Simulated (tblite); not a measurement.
A geometry optimisation, step by step.

Compound: C6H13ClGeO.
Atom-mapped SMILES: `[CH3:1][O:2][Ge@@H:3]([CH3:4])[C@@H:5]([Cl:6])[CH:7]1[CH2:8][CH2:9]1` (hydrogens: H10, H11, H12 on C1; H13 on Ge3; H14, H15, H16 on C4; H17 on C5; H18 on C7; H19, H20 on C8; H21, H22 on C9)

Computed with GFN2-xTB (tblite), gas phase: L-BFGS steps from a force-field or distance-geometry start until the largest atomic force falls under 0.01 eV/Å. 4 of its 124 geometries are shown.

Step 0: E = -815.6351 eV, largest atomic force 1.984 eV/Å
```
atom  x, y, z in Å  |  force x, y, z in eV/Å
C1     -3.373   -0.961    0.444   -1.654  -0.425  -0.349
O2     -2.030   -1.214    0.403    1.529  -0.027   0.175
Ge3    -1.083   -0.003   -0.497   -0.633  -0.116  -1.070
C4     -1.134    1.757    0.289   -0.999   1.171   1.252
C5      0.686   -0.725   -0.689    1.278  -0.597  -0.092
Cl6     0.936   -1.274   -2.369   -0.268  -0.198  -0.181
C7      1.780    0.239   -0.368    0.653   0.179   1.104
C8      3.239   -0.142   -0.452    0.196   0.357  -0.143
C9      2.553   -0.149    0.887    0.079  -0.063   0.345
H10    -3.652   -0.525   -0.536   -0.575   0.081   0.549
H11    -3.668   -0.299    1.287    0.088  -0.305  -0.505
H12    -3.899   -1.946    0.527    0.207   0.695   0.148
H13    -1.725    0.107   -1.908   -0.007  -0.136   0.323
H14    -1.906    2.354   -0.232    0.461  -0.150   0.196
H15    -1.490    1.710    1.358    0.594   0.078  -0.943
H16    -0.185    2.299    0.240   -0.368  -0.199   0.102
H17     0.797   -1.608   -0.037   -0.007   0.121  -0.477
H18     1.615    1.315   -0.535   -0.222  -0.654   0.102
H19     3.933    0.705   -0.661   -0.555  -0.945   0.112
H20     3.490   -1.088   -0.944   -0.003   0.498   0.390
H21     2.348   -1.151    1.340    0.096   1.069  -0.471
H22     2.757    0.618    1.650    0.112  -0.435  -0.567
```

Step 41: E = -816.2023 eV, largest atomic force 0.108 eV/Å
```
atom  x, y, z in Å  |  force x, y, z in eV/Å
C1     -3.404   -1.075    0.436    0.022   0.019   0.021
O2     -2.040   -1.158    0.084    0.017   0.030   0.018
Ge3    -1.096    0.147   -0.676   -0.084   0.056  -0.034
C4     -1.262    1.860    0.337   -0.002  -0.007   0.010
C5      0.736   -0.663   -0.742    0.034   0.005  -0.072
Cl6     0.947   -1.089   -2.472   -0.011  -0.032  -0.038
C7      1.867    0.227   -0.326   -0.013   0.006   0.036
C8      3.260   -0.331   -0.367   -0.024  -0.006  -0.048
C9      2.603   -0.063    0.949    0.006  -0.001   0.012
H10    -4.029   -0.773   -0.406    0.031  -0.006  -0.010
H11    -3.552   -0.367    1.255   -0.027   0.028  -0.001
H12    -3.718   -2.066    0.770    0.054  -0.006  -0.024
H13    -1.621    0.323   -2.100   -0.011  -0.007   0.042
H14    -2.112    2.435   -0.023   -0.005  -0.029   0.010
H15    -1.398    1.671    1.398    0.022  -0.027   0.012
H16    -0.369    2.462    0.207   -0.015  -0.002   0.004
H17     0.773   -1.614   -0.211   -0.030   0.038   0.014
H18     1.748    1.269   -0.602   -0.009  -0.021  -0.039
H19     4.064    0.308   -0.696    0.002   0.032   0.038
H20     3.357   -1.351   -0.700    0.061  -0.068   0.057
H21     2.280   -0.902    1.545   -0.014  -0.034  -0.010
H22     2.955    0.770    1.537   -0.004   0.033   0.005
```

Step 82: E = -816.2615 eV, largest atomic force 0.066 eV/Å
```
atom  x, y, z in Å  |  force x, y, z in eV/Å
C1     -3.256   -1.138    0.420   -0.004   0.003   0.005
O2     -1.898   -1.109    0.048   -0.006   0.015  -0.003
Ge3    -1.057    0.270   -0.701   -0.008  -0.022  -0.044
C4     -1.222    1.866    0.481    0.028  -0.015   0.020
C5      0.737   -0.600   -0.966    0.003   0.036   0.055
Cl6     0.856   -0.937   -2.716   -0.005   0.000   0.025
C7      1.932    0.186   -0.527    0.030   0.004  -0.001
C8      3.200   -0.531   -0.166   -0.014  -0.010  -0.021
C9      2.368    0.098    0.907   -0.011   0.011  -0.025
H10    -3.910   -1.098   -0.455    0.003   0.011   0.005
H11    -3.513   -0.311    1.087    0.007  -0.012  -0.010
H12    -3.425   -2.080    0.944    0.001  -0.009   0.003
H13    -1.697    0.552   -2.055   -0.032  -0.013  -0.021
H14    -2.252    2.213    0.491    0.040  -0.009  -0.009
H15    -0.931    1.619    1.499    0.019  -0.001  -0.021
H16    -0.592    2.673    0.122   -0.005   0.003   0.020
H17     0.715   -1.574   -0.475    0.015   0.019  -0.010
H18     2.034    1.146   -1.022   -0.024  -0.004   0.010
H19     4.139   -0.066   -0.423    0.008  -0.005  -0.008
H20     3.212   -1.607   -0.246   -0.011  -0.007   0.013
H21     1.804   -0.546    1.565   -0.004  -0.018  -0.003
H22     2.745    0.990    1.383   -0.030   0.023   0.019
```

Step 123: E = -816.2724 eV, largest atomic force 0.010 eV/Å
```
atom  x, y, z in Å  |  force x, y, z in eV/Å
C1     -3.265   -1.150    0.423   -0.001  -0.001   0.002
O2     -1.905   -1.119    0.052    0.000  -0.002   0.004
Ge3    -1.070    0.242   -0.730    0.000   0.003   0.000
C4     -1.083    1.826    0.475   -0.001  -0.003   0.007
C5      0.722   -0.612   -1.002    0.001  -0.003   0.001
Cl6     0.869   -0.944   -2.751    0.000   0.003  -0.001
C7      1.892    0.201   -0.544   -0.001  -0.003   0.000
C8      3.156   -0.486   -0.122    0.001  -0.003  -0.005
C9      2.271    0.147    0.907   -0.002   0.001  -0.002
H10    -3.918   -1.073   -0.450   -0.003   0.008   0.005
H11    -3.513   -0.345    1.119    0.002   0.002  -0.001
H12    -3.441   -2.108    0.913    0.002  -0.006  -0.003
H13    -1.766    0.526   -2.057   -0.002  -0.001  -0.003
H14    -2.094    2.200    0.609   -0.004   0.005  -0.003
H15    -0.684    1.548    1.447    0.000   0.002  -0.005
H16    -0.474    2.626    0.067   -0.001  -0.001   0.000
H17     0.719   -1.587   -0.514    0.006  -0.002  -0.001
H18     1.989    1.154   -1.051    0.001  -0.002   0.001
H19     4.098   -0.015   -0.353    0.007   0.003   0.000
H20     3.184   -1.564   -0.175    0.005  -0.002   0.001
H21     1.698   -0.503    1.551   -0.008   0.002   0.001
H22     2.605    1.056    1.385   -0.002   0.000   0.003
```

Problem. Summarise the path.

Solution. The energy falls by 14.70 kcal/mol from step 0 to step 123; nine tenths of that is first reached at step 45. It falls at every step. The largest force goes from 1.984 to 0.010 eV/Å. Among the bonds Ge3–C5 changes most, from 1.920 to 2.004 Å; the atoms move by 0.574 Å rms after alignment.

Problem. Follow the three bonds and two angles with the largest change from start to end.

Solution. 
```
step  E above end (kcal/mol)  largest force (eV/Å)  Ge3–C5 (Å)  Ge3–C4 (Å)  C1–O2 (Å)  C1–O2–Ge3 (°)  O2–Ge3–C5 (°)
   0                   14.70                 1.984       1.920       1.928      1.367          114.3          106.5
   5                    5.64                 0.378       1.984       1.983      1.407          114.6          104.9
  11                    3.70                 0.151       2.017       2.002      1.411          118.2          104.4
  16                    2.97                 0.197       2.005       2.004      1.412          120.7          104.2
  21                    2.66                 0.137       2.022       1.996      1.410          122.0          103.9
  27                    2.38                 0.112       2.013       1.991      1.412          122.9          103.7
  32                    2.08                 0.161       2.005       1.989      1.411          124.7          103.3
  37                    1.78                 0.137       2.014       1.993      1.411          124.3          102.2
  43                    1.53                 0.109       2.005       1.996      1.411          125.5          101.4
  48                    1.19                 0.139       2.000       1.991      1.410          125.3           99.5
  53                    0.95                 0.134       2.010       1.993      1.409          126.4           97.4
  59                    0.81                 0.073       2.006       1.995      1.408          126.6           97.0
  64                    0.70                 0.067       2.004       1.990      1.408          127.2           96.9
  70                    0.56                 0.067       2.006       1.997      1.407          127.1           96.9
  75                    0.41                 0.083       2.005       1.996      1.409          126.1           96.7
  80                    0.28                 0.073       2.010       1.994      1.408          125.9           97.9
  86                    0.20                 0.050       2.009       1.992      1.409          125.1           98.5
  91                    0.16                 0.034       2.009       1.991      1.409          125.1           99.0
  96                    0.11                 0.047       2.009       1.993      1.409          124.4           99.3
 102                    0.07                 0.028       2.007       1.990      1.410          124.3           99.5
 107                    0.05                 0.025       2.005       1.991      1.409          124.7           99.4
 112                    0.02                 0.040       2.005       1.989      1.409          125.4           99.0
 118                    0.00                 0.012       2.004       1.990      1.409          125.8           98.8
 123                    0.00                 0.010       2.004       1.990      1.409          125.9           98.8
```

What follows is the cost of the whole relaxation. Hardware: an Arm Neoverse N1 with one thread, no GPU, shared host with 64 logical CPUs at a one-minute load of 47. Cost: 2.2 s of wall time.
